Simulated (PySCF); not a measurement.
Species: C7H12O (charge +1 and doublet state).
Atom-mapped SMILES: `[CH2+:1][C:2]1[CH2:3][CH2:4][C@:5]([CH3:6])([OH:7])[CH2:8]1` (hydrogens: H9, H10 on C1; H11, H12 on C3; H13, H14 on C4; H15, H16, H17 on C6; H18 on O7; H19, H20 on C8)

Cartesian coordinates in Å at the GFN2-xTB level; atoms count from 1:
```xyz
20
C7H12O angstrom
C      2.7088   -0.6911   -0.4044
C      1.4474   -0.1995   -0.4027
C      1.0911    1.2388   -0.4190
C     -0.4259    1.2942   -0.3891
C     -0.8738   -0.0497    0.2609
C     -2.2826   -0.4790   -0.0893
O     -0.6641    0.0437    1.6279
C      0.2223   -1.0229   -0.3157
H      2.9079   -1.7414   -0.2668
H      3.5616   -0.0521   -0.5687
H      1.5264    1.7234    0.4631
H      1.5254    1.7692   -1.2730
H     -0.8328    1.3144   -1.4012
H     -0.8081    2.1467    0.1684
H     -2.5025   -1.4576    0.3368
H     -2.4287   -0.5346   -1.1641
H     -2.9989    0.2352    0.3161
H     -1.4101   -0.2922    2.1432
H      0.3506   -1.9269    0.2796
H     -0.1190   -1.3078   -1.3147
```

The hyperfine couplings belong to this conformer and change with its torsions.

Theory: UKS B3LYP, pcH-1 on C H O, non-relativistic, mean-field spin-orbit, GIAO in PySCF 2.14.0. One conformer (not necessarily the lowest) at the GFN2-xTB geometry, without solvent, vibrations or thermal averaging. A GFN2-xTB geometry isn't a minimum of the functional, and hyperfine couplings can be far from their values at a DFT geometry, by a factor of two or more for some ions and for spin on atoms past the first row. The SCF solution wasn't tested for stability.

The largest Mulliken spin populations are on C1 (+0.51), O7 (+0.16) and C2 (+0.15). The angles at C1 add up to 360.0°, so it is planar.

Question: Find Q in a(H) = Q·ρ(C) for the protons on the planar carbons that carry spin.

Answer: 
```json
{"H": "H9", "C": "C1", "ρ(C)": "+0.512", "a(H) (G)": "-10.62", "a/ρ (G)": "-20.8"}
{"H": "H10", "C": "C1", "ρ(C)": "+0.512", "a(H) (G)": "-10.26", "a/ρ (G)": "-20.0"}
```

These protons share one ρ (within 0.01), so their mean ratio, Q = -20.4 G, is no test of linearity.

Couplings in gauss use g_iso = 2.0040.

On one thread, Arm Neoverse V2 (aarch64), no GPU (shared host), this took 98 s wall (with the writing of density and orbital grids) and 0.98 GiB of memory at its peak.

The SMILES draws the unpaired electron on C2; the largest computed Mulliken spin population is on C1 (0.51 against 0.15).
